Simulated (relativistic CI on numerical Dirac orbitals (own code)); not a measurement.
Sensitivity of the levels of Pm²⁷⁺ to α and to the nuclear radius

Computed by Dirac-Coulomb-Breit CI, KLI orbitals optimised for each configuration, derivatives by finite differences, unscaled Slater integrals, QED left out (own radial code, finite nucleus).

Configurations in the expansion (outside the closed core [Ar] 3d10): 4s²4p⁴, 4s4p⁵, 4s²4p³4d, 4p⁶, 4s4p⁴4d, 4s²4p³4f. Double excitations out of closed p, d and f shells are left out; levels of such configurations are missing from the list, as are those of other unlisted configurations, and high levels can miss mixing partners.

With x = (α/α₀)² − 1 an excitation energy changes as ω = ω₀ + qx; K = 2q/ω₀ is the relative enhancement. Terms are leading LS components, so labels can repeat. The field-shift factor is F = δν/δ⟨r²⟩ for the transition from the lowest level.

Lowest level 4s²4p⁴ ³P2.

| Level | ω₀ (cm⁻¹) | q (cm⁻¹) | K | F (GHz/fm²) |
| --- | --- | --- | --- | --- |
| 4s²4p⁴ ¹S0 | 59236 | 6851 | 0.231 | -1.36 |
| 4s²4p⁴ ³P1 | 248667 | 294500 | 2.37 | -17.6 |
| 4s²4p⁴ ¹D2 | 278153 | 293000 | 2.11 | -17.5 |
| 4s²4p⁴ ³P0 | 554497 | 583900 | 2.11 | -38.1 |
| 4s4p⁵ ³P°2 | 792068 | 309000 | 0.78 | -386 |
| 4s4p⁵ ³P°1 | 840611 | 226100 | 0.538 | -257 |
| 4s²4p³4d ³F°2 | 884147 | 33500 | 0.0758 | -1.63 |
| 4s²4p³4d ³P°0 | 895387 | 38040 | 0.085 | 4.28 |
| 4s²4p³4d ⁵D°3 | 897767 | 37010 | 0.0824 | 6.48 |
| 4s²4p³4d ⁵D°1 | 938267 | 170500 | 0.364 | -132 |
| 4s²4p³4d ³F°4 | 942057 | 84870 | 0.18 | 7.05 |
| 4s²4p³4d ³D°2 | 983436 | 136200 | 0.277 | -30.2 |
| 4s²4p³4d ³G°3 | 1020371 | 111200 | 0.218 | 4.44 |

At this charge energies of transitions that change n are usually good to better than 1 %, and those within a shell (Δn = 0) to a few per cent.
